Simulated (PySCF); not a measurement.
CH5CdNO, SMILES C[O][Cd][NH2]. Geometry: PBE-D3(BJ)/def2-SVP. The structure was generated by enumeration; whether it is a known compound was not checked. The def2 effective core potentials stand for the cores of Cd; spin–orbit coupling is left out. The values are those of a single conformer.

Computed equilibrium geometry at PBE-D3(BJ)/def2-SVP (PySCF confirms it by a frequency run) as Cartesian coordinates in Å, and its point group (one conformer of several):
point group Cs.
```xyz
9

Cd     0.0830     0.3276     0.0000
O      0.5364    -1.6090     0.0000
C     -0.4660    -2.5946     0.0000
H     -1.1341    -2.5718    -0.8982
H      0.0226    -3.5978     0.0000
H     -1.1341    -2.5718     0.8982
N     -0.4495     2.2777     0.0000
H     -0.0436     2.7560    -0.8184
H     -0.0436     2.7560     0.8184
```
